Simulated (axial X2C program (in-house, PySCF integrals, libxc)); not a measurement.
## Nuclear properties of PdI⁺

Computed with an in-house all-electron X2C program for linear molecules (integrals from PySCF): two-component X2C with atomic mean-field Coulomb and Gaunt terms, Gaussian nuclei, basis I dyall-cv3z, Pd dyall-cv3z with contracted cores.

R = 2.533 Å (near the PBE0 minimum at charge 1 of the determinant lowest at the starting distance; the state shown can have its own minimum elsewhere).

Determinant lowest in the PBE0 search, Ω = 2 (⟨Sz⟩ = 0.99, ⟨Lz⟩ = 1.01 at PBE0), spin on the atoms I 0.55, Pd 0.44:

| level | Eeff magnitude (GV/cm) | Ws magnitude I (kHz) | Ws magnitude Pd (kHz) | A∥/gI I (MHz) | qzz I (a.u.) | A∥/gI Pd (MHz) | qzz Pd (a.u.) |
| --- | --- | --- | --- | --- | --- | --- | --- |
| PBE0 | 0.333 | 0.637 | 0.457 | 583 | 0.85 | 223 | 2.91 |
| HF | 2.12 | 0.925 | 0.155 | 608 | -3.65 | -9.55 | 2.41 |
| PBE50 | 1.07 | 0.848 | 0.305 | 624 | -1.45 | 91.6 | 2.82 |
| PBE | 2.75 | 0.175 | 0.686 | 495 | 4.10 | 443 | 2.85 |
| B3LYP | 0.99 | 0.49 | 0.502 | 589 | 1.63 | 283 | 2.95 |

Determinant 0.49 eV from it at PBE0 and this distance, Ω = 4 (⟨Sz⟩ = 1.00, ⟨Lz⟩ = 3.00 at PBE0), spin on the atoms I 0.46, Pd 0.54:

| level | Eeff magnitude (GV/cm) | Ws magnitude I (kHz) | A∥/gI I (MHz) | qzz I (a.u.) | A∥/gI Pd (MHz) | qzz Pd (a.u.) |
| --- | --- | --- | --- | --- | --- | --- |
| PBE0 | 0.569 | 0.106 | 271 | -0.98 | 298 | -4.84 |
| HF | 1.13 | 0.162 | 275 | -3.52 | 230 | -5.71 |
| PBE50 | 0.742 | 0.123 | 280 | -2.09 | 272 | -5.26 |
| PBE | 0.383 | 0.085 | 256 | 0.53 | 331 | -4.30 |
| B3LYP | 0.47 | 0.0931 | 280 | -0.58 | 297 | -4.63 |

Eeff is the effective electric field on the electron electric dipole moment in this Ω state and Ws the scalar–pseudoscalar constant of the nucleus named (defined with the proton number Z and per Ω); A∥ (defined per Ω) follows by multiplying with gI = μI/(I μN); qzz is the electric field gradient, eQq0 = 234.96 MHz × Q/barn × qzz. The operators were transformed with the bare-nucleus X2C matrices; with these basis sets, hyperfine constants and field gradients can be off by tens of per cent, and where levels differ in sign neither size nor sign is settled.

Task: With gI(127I) = 1.1253, Q(105Pd) = 0.66 barn (g factors from the IAEA table of nuclear moments by Stone; Q from Pyykkö, Mol. Phys. 2018), turn the PBE0 values of the first state into constants in MHz.

Result: A∥(127I) = 583 × 1.1253 = 656 MHz; eQq0(105Pd) = 234.96 × (0.66) × (2.91) = 451 MHz.

Each state is one determinant with collinear spin, which with several unpaired electrons need not be a pure state. Unrestricted Hartree–Fock can overshoot spin polarisation at the nuclei. In the state Ω = 2 the sign of Eeff differs between levels (HF, PBE50 against PBE0). With several open shells hyperfine constants can be off by a factor of several. Where Eeff spreads by more than a factor of two the levels disagree and none is to be relied on. Open-shell Ω = 0 determinants with evenly filled partner blocks cannot be reached by this program, so the Ω shown need not be the lowest component. States lie within half an eV, so the first need not be the ground state. The sign of Ws at Pd differs between levels in the second state. Further determinants of the search, some of them spin-mixed, are not shown. Where a field gradient or hyperfine factor spreads by more than a factor of two over the levels, a constant derived from it is not to be relied on. PBE0 term energies can be off by some tenths of an eV.
